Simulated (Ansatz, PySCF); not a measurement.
This singlet lies 4.53 eV below the relaxed triplet at the level composite: frozen-core CCSD(T) with HF/cc-pVQZ and the correlation energy extrapolated as X^-3 from cc-pVTZ and cc-pVQZ, plus CCSDT(Q) minus CCSD(T) in cc-pVDZ // B3LYP-D3(BJ)/def2-TZVP (Ansatz, a quantum-chemistry and plane-wave program).

H$_{4}$BN, SMILES `BN` (lower singlet) (charge 0, multiplicity 1)

Level of theory: PBE-D3(BJ)/def2-TZVP // B3LYP-D3(BJ)/def2-TZVP in PySCF.

The HOMO is -7.32 eV. The dipole moment comes out as 2.07 D, the HOMO–LUMO gap comes out as 6.58 eV and the LUMO is -0.75 eV. The total energy is -2230.02 eV and the cost comes out as about 8 core-seconds (a rough figure).

```xyz
6

B      0.6850     0.0139    -0.0022
N     -0.7024    -0.0143     0.0023
H      1.2424     1.0436    -0.2302
H      1.2854    -0.9921     0.2219
H     -1.2379    -0.8468     0.1864
H     -1.2725     0.7957    -0.1782
```
Charge 0, spin multiplicity 1.
